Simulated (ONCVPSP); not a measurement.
## LDA (Perdew-Wang 92) ONCV dataset for manganese (Mn), scalar-relativistic all-electron reference.

| Property | Result |
| --- | --- |
| Element | manganese (Mn) |
| Generator | ONCVPSP 4.0.1 |
| Type | optimised norm-conserving Vanderbilt (ONCV) |
| Functional | LDA (Perdew-Wang 92) |
| Relativity | scalar-relativistic |
| Frozen core | [Ne] 3s2 |
| Valence charge | 13 |
| Reference configuration | 3p6 3d5 4s2 |
| Partial waves | 4s: rc 2.40 bohr, ncon 4, nbas 8, qcut 2.7 1/bohr, 1 projector; 3p: rc 0.95 bohr, ncon 3, nbas 8, qcut 8.2 1/bohr, 2 projectors, debl 3.6 Ha; 3d: rc 1.65 bohr, ncon 4, nbas 8, qcut 9 1/bohr, 1 projector |
| Local potential | polynomial inside 0.80 bohr (lpopt 3, dvloc0 3 Ha) |
| Core correction | Teter function fitted to the true core (icmod 2), fcfact 0.35 |

All-electron outer shells of the reference configuration (LDA (PZ), scalar-relativistic, ld1.x):

| shell | level (eV) | outermost node (bohr) | outermost maximum (bohr) |
| --- | --- | --- | --- |
| 3s | -85.40 | 0.34 | 0.74 |
| 3p | -54.49 | 0.31 | 0.75 |
| 3d | -7.01 | – | 0.75 |
| 4s | -5.29 | 1.06 | 2.47 |

Calculated quality:

```json
{"Cutoffs needed": "33 Ha and 38 Ha (the cutoffs (Ha) at which the residual kinetic energy of the hardest occupied pseudo-wave falls to 1 and 0.1 mHa per electron)", "Ghost test": "ghosts flagged at negative energy: s at -135.0 eV; no localised positive-energy state flagged; a true bound ghost makes a file unfit for plane-wave use", "Largest excitation error": "+90 meV (all-electron minus pseudo) for 3p6 3d4 4s0, out of 4 test configurations", "rms error of d²Exc/dni dnj": "4.63 mHa without and 1.73 mHa with the model core"}
```

Generation and tests took about 3.6 s on one core of a shared server CPU.
